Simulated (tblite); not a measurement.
A geometry optimisation, step by step.

C₆H₇BCl₂S.
Bonds: C1–C2 (triple), C2–C3, C3–C4, C4–S5, S5–C6, C6–C7 (double), C6–B8, B8–Cl9, B8–Cl10. Hydrogens: H11 on C1; H12, H13 on C3; H14, H15 on C4; H16, H17 on C7.

Computed with GFN2-xTB (tblite), gas phase: L-BFGS steps from a force-field or distance-geometry start until the largest atomic force falls under 0.01 eV/Å. 10 of its 123 geometries are shown.

Step 0: E = -814.1582 eV, largest atomic force 2.438 eV/Å
```
atom  x, y, z in Å  |  force x, y, z in eV/Å
C1      3.973    0.020   -0.550   -1.096  -0.307   0.220
C2      2.840   -0.335   -0.340    0.412  -0.096  -0.173
C3      1.476   -0.799   -0.043    0.807  -0.552  -0.803
C4      0.922    0.072    1.033    1.190   1.621   1.166
S5     -0.755   -0.291    1.570   -0.299  -0.315   0.399
C6     -1.873    0.152    0.273   -0.019  -0.266   0.861
C7     -1.575    0.773   -0.858   -0.443   0.286  -0.666
B8     -3.391   -0.193    0.497   -1.373   0.368  -1.981
Cl9    -4.517    1.264    0.591    0.889  -1.592   0.276
Cl10   -4.029   -1.659   -0.439    0.452   1.294   1.300
H11     4.951    0.344   -0.732    0.082   0.037  -0.037
H12     0.851   -0.714   -0.936    0.104  -0.100  -0.122
H13     1.520   -1.872    0.239   -0.080   0.536   0.017
H14     1.604    0.006    1.943   -1.046  -0.126  -0.710
H15     0.995    1.156    0.745   -0.270  -0.765   0.031
H16    -2.396    0.977   -1.551    0.510   0.016   0.190
H17    -0.602    1.111   -1.153    0.180  -0.038   0.033
```

Step 14: E = -814.8529 eV, largest atomic force 0.328 eV/Å
```
atom  x, y, z in Å  |  force x, y, z in eV/Å
C1      3.950    0.015   -0.563   -0.145  -0.062   0.030
C2      2.838   -0.381   -0.359    0.037   0.078   0.078
C3      1.475   -0.783   -0.067   -0.004  -0.030   0.023
C4      0.873    0.120    1.006    0.013   0.158   0.197
S5     -0.819   -0.369    1.502   -0.084  -0.056  -0.030
C6     -1.877    0.178    0.186    0.216  -0.015   0.071
C7     -1.433    0.831   -0.887   -0.205   0.027  -0.134
B8     -3.421   -0.159    0.330    0.187   0.076  -0.101
Cl9    -4.537    1.053    0.788    0.014   0.117   0.102
Cl10   -4.045   -1.671   -0.158    0.060  -0.188   0.032
H11     4.931    0.333   -0.753    0.021  -0.009  -0.025
H12     0.891   -0.746   -0.990   -0.039  -0.012   0.038
H13     1.460   -1.810    0.308    0.063  -0.042  -0.084
H14     1.431    0.013    1.942   -0.006   0.039  -0.141
H15     0.869    1.178    0.729   -0.027  -0.150  -0.042
H16    -2.180    1.097   -1.615    0.145   0.176  -0.200
H17    -0.413    1.112   -1.111   -0.247  -0.107   0.187
```

Step 27: E = -814.9016 eV, largest atomic force 0.092 eV/Å
```
atom  x, y, z in Å  |  force x, y, z in eV/Å
C1      3.933    0.009   -0.558    0.024   0.005  -0.013
C2      2.819   -0.365   -0.337   -0.034   0.007   0.028
C3      1.462   -0.789   -0.050    0.000  -0.011  -0.012
C4      0.829    0.113    1.009    0.021  -0.030  -0.032
S5     -0.869   -0.408    1.442    0.081  -0.026   0.034
C6     -1.880    0.191    0.113   -0.052   0.007  -0.014
C7     -1.412    0.874   -0.929   -0.012  -0.010   0.028
B8     -3.403   -0.166    0.313    0.015  -0.006  -0.013
Cl9    -4.497    1.028    0.877    0.000  -0.014  -0.023
Cl10   -3.983   -1.741   -0.037    0.010   0.019   0.025
H11     4.915    0.315   -0.767   -0.020   0.000   0.009
H12     0.876   -0.758   -0.972   -0.007  -0.024  -0.010
H13     1.474   -1.822    0.306   -0.002  -0.002   0.026
H14     1.381    0.044    1.946    0.003  -0.015   0.034
H15     0.805    1.155    0.696   -0.012   0.018   0.007
H16    -2.081    1.212   -1.698   -0.059   0.035  -0.044
H17    -0.376    1.121   -1.065    0.044   0.046  -0.032
```

Step 41: E = -814.9076 eV, largest atomic force 0.095 eV/Å
```
atom  x, y, z in Å  |  force x, y, z in eV/Å
C1      3.928    0.012   -0.560   -0.045  -0.018   0.008
C2      2.819   -0.378   -0.339    0.030   0.031  -0.002
C3      1.468   -0.812   -0.043    0.007  -0.002  -0.002
C4      0.833    0.097    1.006    0.018   0.018   0.021
S5     -0.866   -0.430    1.417   -0.034   0.032  -0.059
C6     -1.877    0.203    0.092    0.081  -0.003   0.049
C7     -1.425    0.919   -0.934    0.010   0.032  -0.034
B8     -3.393   -0.170    0.301   -0.001   0.009   0.037
Cl9    -4.500    1.029    0.824   -0.034   0.007  -0.035
Cl10   -3.942   -1.769    0.037   -0.020  -0.032   0.005
H11     4.906    0.332   -0.764   -0.002   0.001  -0.006
H12     0.872   -0.806   -0.960    0.014  -0.012  -0.010
H13     1.493   -1.836    0.341    0.003  -0.004  -0.028
H14     1.380    0.025    1.947   -0.029   0.005   0.008
H15     0.807    1.143    0.699    0.008  -0.034  -0.027
H16    -2.116    1.270   -1.685    0.032  -0.006   0.035
H17    -0.394    1.185   -1.090   -0.038  -0.025   0.038
```

Step 54: E = -814.9281 eV, largest atomic force 0.154 eV/Å
```
atom  x, y, z in Å  |  force x, y, z in eV/Å
C1      3.927    0.035   -0.583   -0.024   0.007   0.022
C2      2.849   -0.425   -0.337    0.054  -0.020  -0.023
C3      1.526   -0.925   -0.028    0.013   0.032  -0.011
C4      0.850    0.020    0.965    0.013  -0.015   0.006
S5     -0.870   -0.484    1.326    0.018   0.016  -0.009
C6     -1.915    0.273    0.102    0.077  -0.027  -0.002
C7     -1.487    1.098   -0.856    0.000  -0.034  -0.031
B8     -3.414   -0.167    0.277    0.050  -0.005   0.053
Cl9    -4.666    0.997    0.350   -0.031   0.059  -0.075
Cl10   -3.810   -1.829    0.429   -0.003   0.003   0.011
H11     4.876    0.427   -0.795    0.011  -0.018  -0.014
H12     0.944   -0.990   -0.954   -0.026   0.014   0.052
H13     1.597   -1.928    0.404   -0.010   0.053  -0.037
H14     1.344   -0.027    1.938    0.011  -0.021  -0.049
H15     0.886    1.053    0.618   -0.151  -0.028   0.016
H16    -2.189    1.532   -1.548   -0.008  -0.023   0.024
H17    -0.454    1.351   -1.020    0.007   0.005   0.068
```

Step 68: E = -814.9694 eV, largest atomic force 0.119 eV/Å
```
atom  x, y, z in Å  |  force x, y, z in eV/Å
C1      3.936    0.052   -0.601   -0.030  -0.007  -0.038
C2      2.857   -0.412   -0.376    0.034  -0.020   0.047
C3      1.546   -0.941   -0.060   -0.035   0.013   0.006
C4      0.832   -0.031    0.935   -0.006   0.063   0.064
S5     -0.858   -0.607    1.302   -0.050   0.023  -0.029
C6     -1.909    0.267    0.165    0.055  -0.044  -0.014
C7     -1.486    1.162   -0.734    0.020  -0.038  -0.075
B8     -3.407   -0.160    0.274   -0.019  -0.058  -0.019
Cl9    -4.654    0.912   -0.205   -0.036   0.025  -0.021
Cl10   -3.812   -1.735    0.816   -0.063  -0.015   0.057
H11     4.881    0.442   -0.835    0.014   0.007   0.014
H12     0.966   -1.032   -0.983   -0.047   0.031   0.001
H13     1.641   -1.937    0.381    0.043  -0.014  -0.054
H14     1.346   -0.031    1.894    0.065  -0.070   0.071
H15     0.769    0.997    0.592    0.052   0.068  -0.053
H16    -2.197    1.633   -1.392    0.016   0.023   0.054
H17    -0.456    1.433   -0.884   -0.014   0.012  -0.011
```

Step 81: E = -814.9923 eV, largest atomic force 0.177 eV/Å
```
atom  x, y, z in Å  |  force x, y, z in eV/Å
C1      3.939    0.064   -0.636    0.036   0.000   0.012
C2      2.855   -0.383   -0.392   -0.075  -0.034   0.017
C3      1.534   -0.905   -0.087    0.036   0.071   0.026
C4      0.842   -0.041    0.972    0.012  -0.023  -0.086
S5     -0.855   -0.644    1.310    0.119   0.010   0.016
C6     -1.897    0.211    0.158   -0.152   0.090   0.008
C7     -1.471    1.138   -0.711   -0.002  -0.077  -0.003
B8     -3.412   -0.185    0.258   -0.003  -0.006  -0.033
Cl9    -4.610    0.801   -0.485    0.041   0.010  -0.006
Cl10   -3.931   -1.606    1.065    0.080   0.009   0.038
H11     4.901    0.431   -0.849   -0.102  -0.018   0.011
H12     0.931   -0.922   -1.002    0.054  -0.003   0.070
H13     1.630   -1.931    0.284   -0.028   0.079  -0.045
H14     1.372   -0.081    1.925   -0.055  -0.111  -0.028
H15     0.786    1.001    0.662   -0.005   0.007   0.034
H16    -2.178    1.642   -1.347   -0.013  -0.029  -0.015
H17    -0.443    1.421   -0.837    0.057   0.025  -0.016
```

Step 95: E = -815.0218 eV, largest atomic force 0.050 eV/Å
```
atom  x, y, z in Å  |  force x, y, z in eV/Å
C1      3.932    0.076   -0.650   -0.040   0.004   0.018
C2      2.828   -0.316   -0.402   -0.005  -0.012  -0.014
C3      1.490   -0.806   -0.138   -0.023  -0.013   0.009
C4      0.838   -0.069    1.031   -0.017  -0.001   0.008
S5     -0.868   -0.651    1.349    0.037   0.023  -0.025
C6     -1.888    0.182    0.158    0.023   0.011   0.017
C7     -1.426    1.065   -0.737    0.012   0.000  -0.010
B8     -3.404   -0.186    0.262   -0.022   0.005  -0.007
Cl9    -4.548    0.591   -0.761    0.008  -0.024   0.014
Cl10   -3.965   -1.346    1.394    0.023   0.008  -0.010
H11     4.900    0.413   -0.869   -0.008   0.013   0.024
H12     0.888   -0.689   -1.044   -0.018  -0.003   0.012
H13     1.542   -1.873    0.101   -0.008  -0.007  -0.023
H14     1.365   -0.283    1.960    0.014   0.013  -0.020
H15     0.817    1.010    0.881   -0.001  -0.004   0.000
H16    -2.112    1.536   -1.421    0.018   0.000   0.013
H17    -0.395    1.356   -0.826    0.007  -0.013  -0.008
```

Step 108: E = -815.0269 eV, largest atomic force 0.062 eV/Å
```
atom  x, y, z in Å  |  force x, y, z in eV/Å
C1      3.901    0.088   -0.626    0.036   0.030  -0.006
C2      2.797   -0.323   -0.420   -0.049  -0.037   0.004
C3      1.457   -0.809   -0.156   -0.004  -0.011   0.000
C4      0.840   -0.072    1.030    0.012   0.025   0.001
S5     -0.862   -0.636    1.369   -0.003   0.022   0.012
C6     -1.871    0.194    0.167    0.014  -0.010  -0.013
C7     -1.398    1.054   -0.744   -0.011   0.018   0.013
B8     -3.387   -0.177    0.270    0.013  -0.013   0.003
Cl9    -4.534    0.553   -0.778    0.003   0.003   0.003
Cl10   -3.930   -1.326    1.422   -0.010   0.006   0.001
H11     4.870    0.441   -0.818   -0.011  -0.002   0.005
H12     0.839   -0.671   -1.048    0.020  -0.006  -0.003
H13     1.495   -1.878    0.067    0.014  -0.014  -0.013
H14     1.390   -0.291    1.946   -0.014  -0.003  -0.023
H15     0.829    1.008    0.881   -0.006  -0.001   0.017
H16    -2.079    1.528   -1.429    0.003  -0.008  -0.009
H17    -0.363    1.329   -0.843   -0.006   0.002   0.008
```

Step 122: E = -815.0279 eV, largest atomic force 0.008 eV/Å
```
atom  x, y, z in Å  |  force x, y, z in eV/Å
C1      3.890    0.099   -0.619    0.004  -0.006  -0.003
C2      2.791   -0.331   -0.424   -0.002  -0.001  -0.001
C3      1.450   -0.816   -0.163    0.000   0.002   0.004
C4      0.845   -0.074    1.027   -0.003   0.001   0.003
S5     -0.861   -0.618    1.384    0.007   0.002  -0.001
C6     -1.868    0.195    0.170    0.000  -0.003  -0.003
C7     -1.396    1.055   -0.743   -0.003   0.004   0.003
B8     -3.383   -0.181    0.270    0.000   0.004  -0.003
Cl9    -4.526    0.545   -0.787    0.003  -0.004   0.001
Cl10   -3.934   -1.315    1.432    0.003   0.003  -0.002
H11     4.859    0.454   -0.804   -0.001   0.005   0.000
H12     0.835   -0.673   -1.056   -0.004  -0.002   0.001
H13     1.486   -1.886    0.055    0.002  -0.002   0.000
H14     1.398   -0.302    1.938   -0.002  -0.004  -0.001
H15     0.845    1.006    0.883   -0.003   0.002  -0.002
H16    -2.075    1.513   -1.440   -0.001   0.001  -0.001
H17    -0.363    1.341   -0.832   -0.001  -0.002   0.005
```

Question: Summarise the path.

Answer: The energy falls by 20.06 kcal/mol from step 0 to step 122; nine tenths of that is first reached at step 59. It rises by more than 0.2 meV at step 53. The largest force goes from 2.438 to 0.008 eV/Å. Among the bonds B8–Cl10 changes most, from 1.853 to 1.715 Å; the atoms move by 0.657 Å rms after alignment.

Question: Follow the three bonds and two angles with the largest change from start to end.

Answer: 
```csv
step,E above end (kcal/mol),largest force (eV/Å),B8–Cl10 (Å),B8–Cl9 (Å),C4–H14 (Å),C7–C6–B8 (°),H14–C4–H15 (°)
0,20.06,2.438,1.853,1.843,1.139,116.2,102.8
5,7.61,0.328,1.705,1.710,1.099,110.6,107.8
11,5.16,0.451,1.729,1.729,1.085,113.8,109.0
16,3.44,0.310,1.707,1.711,1.092,122.3,108.6
21,3.03,0.130,1.714,1.715,1.091,122.6,108.4
27,2.91,0.092,1.714,1.714,1.089,123.7,108.6
32,2.86,0.063,1.712,1.714,1.091,123.6,108.8
37,2.81,0.049,1.713,1.714,1.090,123.6,108.7
42,2.76,0.087,1.711,1.715,1.090,123.9,108.5
48,2.58,0.085,1.717,1.715,1.090,123.8,109.1
53,2.58,0.406,1.731,1.733,1.092,123.7,107.5
58,2.06,0.150,1.719,1.718,1.088,123.4,107.8
64,1.66,0.156,1.710,1.715,1.094,122.7,109.7
69,1.25,0.120,1.714,1.716,1.089,121.9,108.1
74,1.06,0.082,1.715,1.719,1.089,121.8,108.6
80,0.88,0.126,1.716,1.723,1.091,121.5,108.2
85,0.51,0.167,1.717,1.715,1.091,122.1,107.9
90,0.23,0.119,1.716,1.718,1.090,122.2,108.8
95,0.14,0.050,1.715,1.720,1.090,122.3,108.7
101,0.06,0.058,1.714,1.716,1.089,122.8,108.6
106,0.03,0.040,1.715,1.719,1.091,122.6,108.6
111,0.01,0.029,1.715,1.717,1.089,122.6,108.6
117,0.00,0.015,1.715,1.718,1.090,122.6,108.6
122,0.00,0.008,1.715,1.718,1.090,122.6,108.5
```

The cost below is that of the whole relaxation. The run took 2.5 s on an Arm Neoverse N1 with one thread (shared host).
